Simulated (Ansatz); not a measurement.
Geometry optimisation, Ansatz 0.2.0, RKS PBE/def2-SVP.

Input:

```yaml
crystal:
  periodic: [false, false, false]
  atoms:
    - { symbol: C, position_ang: [-1.6148, 0.7774, 0.9818] }
    - { symbol: C, position_ang: [-1.5508, -0.2391, 0.167] }
    - { symbol: Si, position_ang: [0.0139, -1.1579, 0.0202] }
    - { symbol: F, position_ang: [-0.0565, -2.424, -1.0584] }
    - { symbol: Sn, position_ang: [1.8466, 0.3889, -0.8004] }
    - { symbol: H, position_ang: [-0.824, 1.1854, 1.5636] }
    - { symbol: H, position_ang: [-2.33407, 0.3558, 0.63678] }
    - { symbol: H, position_ang: [-2.3592, -0.5491, -0.426] }
    - { symbol: H, position_ang: [0.4229, -1.6715, 1.3966] }
    - { symbol: H, position_ang: [2.0022, 1.7329, 0.3619] }
    - { symbol: H, position_ang: [3.3528, -0.469, -0.8647] }
    - { symbol: H, position_ang: [1.425, 1.0163, -2.3462] }
basis:
  gaussian: { orbitals: def2-SVP }
hamiltonian:
  xc: pbe
relax:
  f_tol: 0.02
  max_steps: 50
```

Run as:

```bash
$ ansatz run input.yaml --threads 2 --pin off --max-ram 3072MiB --backend cpu --events-out ev --progress --plain --runs-dir out
```

Where does it end, and by what steps?

It converged. After 40 steps the energy has fallen by 5.765 eV; H6 moved furthest, 1.45 Å. The start is strongly strained (largest force component 16 eV/Å), so its close contacts needn't be bonds. Parted: C2–H7.

| step | energy less start (eV) | largest force component (eV/Å) | accepted |
| --- | --- | --- | --- |
| 0 | 0.0000 | 16.177 | yes |
| 2 | -3.4516 | 3.297 | yes |
| 4 | -5.1718 | 2.270 | yes |
| 6 | -5.6446 | 0.656 | yes |
| 8 | -5.7330 | 0.213 | yes |
| 10 | -5.7368 | 0.071 | yes |
| 12 | -5.7382 | 0.107 | yes |
| 14 | -5.7446 | 0.232 | no |
| 16 | -5.7521 | 0.086 | yes |
| 18 | -5.7549 | 0.028 | yes |
| 20 | -5.7556 | 0.189 | no |
| 22 | -5.7591 | 0.045 | yes |
| 24 | -5.7599 | 0.095 | yes |
| 26 | -5.7609 | 0.055 | yes |
| 28 | -5.7612 | 0.020 | yes |
| 30 | -5.7620 | 0.054 | yes |
| 32 | -5.7624 | 0.032 | yes |
| 34 | -5.7631 | 0.065 | yes |
| 36 | -5.7636 | 0.069 | yes |
| 38 | -5.7643 | 0.041 | yes |
| 40 | -5.7646 | 0.018 | yes |

```xyz
12
Properties=species:S:1:pos:R:3
C -1.774 0.789 0.453
C -1.526 -0.537 0.447
Si 0.123 -1.311 0.007
F -0.072 -2.288 -1.312
Sn 1.943 0.439 -0.579
H -1.006 1.532 0.171
H -2.755 1.202 0.745
H -2.346 -1.222 0.739
H 0.570 -2.215 1.127
H 2.383 1.400 0.793
H 3.370 -0.363 -1.136
H 1.414 1.521 -1.822
```

Run time: 120 s on 2 threads of Arm Neoverse V1, on a shared host, peak memory 0.16 GiB.
